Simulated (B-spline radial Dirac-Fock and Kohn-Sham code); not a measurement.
## K-shell conversion coefficients of I against transition energy

Level of theory: a Dirac-Hartree-Slater potential of the neutral atom with a Latter tail (no hole, which puts coefficients of high multipoles low close above an edge), finite nucleus with surface currents; a radial finite-basis atomic code. Subshells within 1 keV of threshold and pair formation are left out.

```
energy (keV)        E3        E4       E5        M1       M4       M5
          50      37.5       165      733      4.80     3810    22600
        61.2      27.3       143      758      2.66     2130    14800
        76.4      15.4      84.9      473      1.40      920     6580
        79.3      13.8      76.0      423      1.26      789     5620
        82.3      12.3      67.8      376      1.13      675     4780
        93.8      8.12      43.7      238     0.776      383     2630
         100      6.55      34.8      186     0.647      289     1940
         186     0.679      2.82     11.8     0.115     16.5     81.5
         200     0.516      2.07     8.36    0.0946     11.8     55.9
         317    0.0931     0.299    0.961    0.0281     1.48     5.28
         341    0.0716     0.223    0.689    0.0233     1.08     3.68
         365    0.0563     0.169    0.508    0.0195    0.806     2.63
         400    0.0410     0.118    0.339    0.0155    0.547     1.69
         458    0.0260    0.0705    0.190    0.0110    0.312    0.892
         500    0.0196    0.0510    0.132   0.00890    0.219    0.595
         679   0.00774    0.0177   0.0399   0.00424   0.0671    0.155
         835   0.00437   0.00922   0.0191   0.00261   0.0317   0.0663
         946   0.00316   0.00637   0.0126   0.00196   0.0206   0.0408
        1000   0.00275   0.00544   0.0105   0.00172   0.0171   0.0330
        1360   0.00133   0.00238  0.00415  0.000868  0.00640   0.0110
        1710  0.000806   0.00136  0.00221  0.000530  0.00325  0.00521
        1720  0.000796   0.00134  0.00218  0.000523  0.00320  0.00511
        2000  0.000581  0.000942  0.00147  0.000381  0.00209  0.00322
        2040  0.000558  0.000901  0.00140  0.000366  0.00198  0.00303
```

Question: How fast do they fall between 1720 and 2040 keV?

Answer: As powers of the energy: E3 E^-2.08, E4 E^-2.32, E5 E^-2.57, M1 E^-2.09, M4 E^-2.79, M5 E^-3.06. Within one type (E or M) the higher multipoles fall faster.

Values without a named source are computed, but for edge energies of neutral atoms, which are taken from tables.
